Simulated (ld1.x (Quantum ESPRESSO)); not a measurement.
## S: excitation energies, all-electron against TM

- Element: sulfur
- Generator: ld1.x (Quantum ESPRESSO) 7.5
- Type: norm-conserving Troullier–Martins (Kleinman–Bylander form)
- Functional: PBE
- Relativity: scalar-relativistic
- Frozen core: [Ne]
- Valence charge: 6
- Reference configuration: 3s2 3p3 (charge +1)
- Partial waves: 3s (bound): rc 1.15 bohr; 3p (bound): rc 1.98 bohr; 3d channel at 0.4 Ry: rc 1.35 bohr
- Local potential: all-electron potential smoothed inside 0.95 bohr (lloc = -2)
- Core correction: Bessel-smoothed model core, default radius (core density twice the valence density)

Energies are relative to the spin-unpolarised reference configuration 3s2 3p3; without spin polarisation the order of configurations can differ from experiment.

```
valence configuration  charge  ΔE all-electron (eV)  error AE − PS (meV)
              3s2 3p2      +2                22.284                  +12
              3s2 3p1      +3                56.325                  +69
              3s0 3p6       0                 8.971                 -1.7
            3s2 3p3.5    +0.5                -7.109                 +2.4
              3s1 3p4      +1                10.879                 +0.4
```

Q: What are ΔE and the potential's error for 3s2 3p4.3?

A: ΔE = -13.478 eV all-electron; the error (AE − PS) is +9.3 meV.

Q: What are ΔE and the potential's error for 3s2 3p4?

A: ΔE = -11.769 eV all-electron; the error (AE − PS) is +6.6 meV.

Levels in the configuration 3s1 3p4:

```tsv
level	all-electron (eV)	pseudo (eV)
3s	-28.292	-28.286
3p	-17.370	-17.364
```
